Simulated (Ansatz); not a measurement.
Cost against result

Saddle point of AlH3Cl2O2, closed shell (AlH₃Cl₂O₂ ([OH][OH][AlH]([Cl])[Cl]) → AlHCl₂O₂ ([Cl][Al]1([Cl])[O][OH]1) + H₂; bonds formed: Al1–O7, H2–H5; dative contacts that become bonds: Al1–O6; bonds broken: Al1–H2, H5–O6), PBE0-D4/def2-TZVP structure:

Al1  (-0.349, -0.931, 0.278)
H2  (-1.717, 0.132, 0.082)
Cl3  (0.001, -2.059, -1.434)
Cl4  (-0.271, -1.791, 2.173)
H5  (-0.883, 0.783, -0.033)
O6  (0.324, 0.802, 0.205)
O7  (1.230, 1.149, -0.835)
H8  (1.665, 1.914, -0.436)
(Å)

Barriers are electronic and count from the start structure reached by relaxing down the imaginary mode.

Ansatz 0.2.0; basis: as named in each row; cores frozen in the correlated methods. B3LYP uses VWN-RPA correlation. Extrapolation: Hartree–Fock as exp(−7.88 √X), correlation as X^−2.97.

Times are rough, for one single point on 4 threads of a shared host (Intel Xeon).

The estimate by CCSD(T) at an estimated basis limit (MP2 extrapolated from triple and quadruple zeta, plus CCSD(T) − MP2 in triple zeta) is 1.075 eV.

```
      method       basis  time (s)  barrier (eV)  method less estimate
          HF      STO-3G   under 1         2.447                 1.372
      PBE-D4      STO-3G   under 1         1.213                 0.138
       SPW92    def2-SVP   under 1         0.771                -0.304
      PBE-D4    def2-SVP         1         0.816                -0.259
    B3LYP-D4       6-31G         1         1.234                 0.159
     PBE0-D4    def2-SVP         2         0.993                -0.082
       SPW92  def2-TZVPP         2         0.776                -0.299
      PBE-D4  def2-TZVPP         3         0.810                -0.265
     BLYP-D4  def2-TZVPP         3         0.854                -0.221
     CCSD(T)    def2-SVP         4         1.089                 0.014
    BHLYP-D4  def2-TZVPP         5         1.167                 0.092
    B3LYP-D4  def2-TZVPP         6         0.977                -0.098
     wB97M-V    def2-SVP         6         1.081                 0.006
   r2SCAN-D4  def2-TZVPP         6         0.864                -0.211
     PBE0-D4  def2-TZVPP         6         0.971                -0.104
CAM-B3LYP-D4  def2-TZVPP         6         1.031                -0.044
  r2SCAN0-D4  def2-TZVPP         7         1.001                -0.074
  RPA on PBE  def2-TZVPP         7         1.035                -0.040
      B2PLYP  def2-TZVPP         9         0.996                -0.079
    PBE-QIDH  def2-TZVPP         9         1.056                -0.019
      B97M-V  def2-TZVPP        11         1.001                -0.074
     wB97X-V  def2-TZVPP        12         1.067                -0.008
     wB97M-V  def2-TZVPP        12         1.075                 0.000
         MP2  def2-QZVPP        27         1.004                -0.071
     CCSD(T)  def2-TZVPP       110         1.069                -0.006
```

All methods are single points on the PBE0-D4 structures.

The T1 diagnostic stays at or below 0.013.

Labels in which every atom is bracketed show which atoms are joined, not bond orders.
